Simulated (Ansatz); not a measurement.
Frontier orbitals of CH7BSSi.

Z-matrix (Å, degrees):
```
B
S 1 2.049
C 1 1.567 2 59.6
H 1 1.197 2 109.9 3 113.3
H 1 1.198 2 107.7 3 -113.3
H 2 1.343 1 96.3 3 -94.7
Si 3 1.868 1 120.6 2 -105.1
H 3 1.088 1 119.1 2 103.3
H 7 1.486 3 108.4 1 -79.8
H 7 1.488 3 111.8 1 160.0
H 7 1.486 3 108.7 1 39.5
```

The species carries charge 0 and has multiplicity 1. The bonds changed during the relaxation, so this is another structure than the one it started from. The structure was optimised at the PBE0-D4/def2-TZVP level. It is one conformer, not always the lowest. Basis def2-TZVPP, Ansatz 0.2.0.

Orbital energies of one run (eV). Highest occupied ones, from the top: -6.60, -7.28, -7.58, -8.23, -8.49, -8.97, -9.34, -11.10, -12.45, -13.01, -16.03, -20.47, -94.30, -94.30. Empty: -1.28, -0.83, -0.26, 0.30, 0.73, 0.91.

(1) Which functional gave them?
A. LC-ωPBE
B. r2SCANh
C. B97M-V
D. BLYP

Results:

(1) D. HOMO energies: BLYP -6.60, LC-ωPBE -10.58, B97M-V -7.11, r2SCANh -7.42 eV.

LC-ωPBE has ω = 0.4 bohr⁻¹.
